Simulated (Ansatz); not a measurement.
## Nudged elastic band run: C₂H₉GaSi₂

The input (input.yaml):

```yaml
crystal:
  periodic: [false, false, false]
  atoms:
    - { symbol: C, position_ang: [-1.085512, 1.401762, 0.85539] }
    - { symbol: C, position_ang: [0.362405, 1.35653, 0.339989] }
    - { symbol: Si, position_ang: [0.679342, -0.016501, -0.952663] }
    - { symbol: Si, position_ang: [0.221937, -2.192647, -0.160446] }
    - { symbol: Ga, position_ang: [0.760027, -4.073425, -1.893635] }
    - { symbol: H, position_ang: [-1.226146, 2.200237, 1.614151] }
    - { symbol: H, position_ang: [-1.377926, 0.439433, 1.324573] }
    - { symbol: H, position_ang: [-1.804229, 1.596254, 0.031778] }
    - { symbol: H, position_ang: [1.072899, 1.189826, 1.178838] }
    - { symbol: H, position_ang: [0.64898, 2.327397, -0.121531] }
    - { symbol: H, position_ang: [2.119946, 0.045998, -1.408904] }
    - { symbol: H, position_ang: [-1.235278, -2.19915, 0.273843] }
    - { symbol: H, position_ang: [1.024385, -2.345453, 1.123201] }
    - { symbol: H, position_ang: [-0.173732, 0.240439, -2.175584] }
basis:
  gaussian: { orbitals: def2-SVP }
hamiltonian:
  xc: revpbe
  dispersion: d4
neb:
  order_check: false
  images: 5
  f_tol: 0.05
  max_iterations: 60
  initial_path: linear
  final_atoms:
    - { symbol: C, position_ang: [-0.43430666, 1.32762285, 1.39335598] }
    - { symbol: C, position_ang: [-0.19743425, 1.42778117, -0.12234403] }
    - { symbol: Si, position_ang: [0.79566337, -0.03596217, -0.84886278] }
    - { symbol: Si, position_ang: [-0.20424745, -2.14685719, -0.51077124] }
    - { symbol: Ga, position_ang: [1.15723974, -4.11075205, -1.56912855] }
    - { symbol: H, position_ang: [-1.01131392, 2.19569089, 1.77612605] }
    - { symbol: H, position_ang: [0.52358935, 1.29296584, 1.95359733] }
    - { symbol: H, position_ang: [-0.99944403, 0.40870113, 1.65422055] }
    - { symbol: H, position_ang: [0.35038062, 2.3623301, -0.37694665] }
    - { symbol: H, position_ang: [-1.16452768, 1.47641237, -0.66884296] }
    - { symbol: H, position_ang: [2.17666076, -0.05427909, -0.23012602] }
    - { symbol: H, position_ang: [-1.61146685, -2.04408408, -1.07785101] }
    - { symbol: H, position_ang: [-0.38530573, -2.30855903, 0.98974298] }
    - { symbol: H, position_ang: [0.99161073, 0.17968925, -2.33316965] }
```

Run as:

```bash
$ ansatz run input.yaml --threads 2 --pin off --max-ram 3072MiB --backend cpu --events-out ev --progress --plain --runs-dir out
```

Output, in part (warnings, iteration lines, the closing report on the highest movable image, with atoms numbered from 0):

```
NEB end point (image 0): max|allowed force component| = 8.997e-3 eV/Å (the criterion of neb.relax_end_points is 1.000e-2)
NEB end point (image 6): max|allowed force component| = 5.553e-3 eV/Å (the criterion of neb.relax_end_points is 1.000e-2)
NEB iter   1: max|band force component| = 2.522e1 eV/Å  barrier→ = 14.7698 eV  barrier← = 14.7698 eV  Δτ_max = 0.1997 Å  (205 SCF iters)
NEB iter   2: max|band force component| = 7.769e0 eV/Å  barrier→ = 3.0462 eV  barrier← = 3.0462 eV  Δτ_max = 0.1507 Å  (155 SCF iters)
NEB iter   3: max|band force component| = 3.313e0 eV/Å  barrier→ = 0.8231 eV  barrier← = 0.8231 eV  Δτ_max = 0.1708 Å  (143 SCF iters)
NEB iter   4: max|band force component| = 9.399e-1 eV/Å  barrier→ = 0.1663 eV  barrier← = 0.1663 eV  Δτ_max = 0.1503 Å  (147 SCF iters)
NEB iter   5: max|band force component| = 2.254e-1 eV/Å  barrier→ = 0.1037 eV  barrier← = 0.1037 eV  CI = image 3  Δτ_max = 0.0838 Å  (147 SCF iters)
NEB iter   6: max|band force component| = 9.559e-2 eV/Å  barrier→ = 0.0760 eV  barrier← = 0.0760 eV  CI = image 3  Δτ_max = 0.0225 Å  (148 SCF iters)
NEB iter   7: max|band force component| = 5.681e-2 eV/Å  barrier→ = 0.0752 eV  barrier← = 0.0752 eV  CI = image 3  Δτ_max = 0.1094 Å  (145 SCF iters)
NEB iter   8: max|band force component| = 3.976e-2 eV/Å  barrier→ = 0.0739 eV  barrier← = 0.0739 eV  CI = image 3  Δτ_max = 0.0000 Å  (300 SCF iters)
Total energy: -70333.68659344 eV, -2584.7153084237 hartree
Atom 0 at    -0.536462     1.136086     1.385066 Å, force    -0.010543    -0.031672    -0.000706 eV/Å
Atom 1 at     0.346126     1.472080     0.171159 Å, force     0.002183     0.008247     0.000542 eV/Å
Atom 2 at     0.673990     0.014775    -1.045859 Å, force    -0.002951     0.004016     0.006423 eV/Å
Atom 3 at    -0.332857    -2.038170    -0.462734 Å, force     0.008207    -0.006751    -0.015734 eV/Å
Atom 4 at     0.242331    -3.893308    -2.209818 Å, force    -0.001308    -0.005503    -0.001153 eV/Å
Atom 5 at    -0.684174     2.020596     2.039946 Å, force     0.006593     0.013280    -0.002946 eV/Å
Atom 6 at    -0.088650     0.331970     2.005026 Å, force    -0.003686     0.005744    -0.008553 eV/Å
Atom 7 at    -1.540126     0.779392     1.073552 Å, force     0.011636     0.001531     0.000780 eV/Å
Atom 8 at     1.337951     1.846637     0.504972 Å, force    -0.005111     0.004814     0.000122 eV/Å
Atom 9 at    -0.108126     2.294997    -0.422034 Å, force     0.003781     0.002446     0.004789 eV/Å
Atom 10 at     2.162886    -0.220872    -1.176700 Å, force     0.004167     0.002276     0.000922 eV/Å
Atom 11 at    -1.824161    -1.779450    -0.339554 Å, force    -0.013240     0.001704     0.005141 eV/Å
Atom 12 at     0.141239    -2.379941     0.938963 Å, force     0.001106    -0.003060     0.013488 eV/Å
Atom 13 at     0.197130     0.385909    -2.432985 Å, force    -0.000833     0.002928    -0.003114 eV/Å
Dipole moment:     0.008593    -0.146112    -0.079050 e Å
```

The forces met the threshold. Another band between the same ends (5 images) ends at a top of the same energy, where a vibrational analysis finds 1 clearly imaginary mode.

Final band (atoms are numbered from 1 in the order of the input):

```json
{"image": "0", "path coordinate (Å)": "0.00", "energy (kcal/mol)": "0.0", "dihedral H9–C2–Si3–H14 (°)": "-175"}
{"image": "1", "path coordinate (Å)": "0.96", "energy (kcal/mol)": "0.3", "dihedral H9–C2–Si3–H14 (°)": "-159"}
{"image": "2", "path coordinate (Å)": "1.92", "energy (kcal/mol)": "1.2", "dihedral H9–C2–Si3–H14 (°)": "-138"}
{"image": "3", "path coordinate (Å)": "2.88", "energy (kcal/mol)": "1.7", "dihedral H9–C2–Si3–H14 (°)": "-115"}
{"image": "4", "path coordinate (Å)": "3.84", "energy (kcal/mol)": "1.2", "dihedral H9–C2–Si3–H14 (°)": "-91"}
{"image": "5", "path coordinate (Å)": "4.80", "energy (kcal/mol)": "0.3", "dihedral H9–C2–Si3–H14 (°)": "-71"}
{"image": "6", "path coordinate (Å)": "5.76", "energy (kcal/mol)": "0.0", "dihedral H9–C2–Si3–H14 (°)": "-56"}
```

Time of the run: 110 s on 2 threads of Intel(R) Xeon(R) Platinum 8488C (Sapphire Rapids) (shared host), peak memory 0.23 GiB.
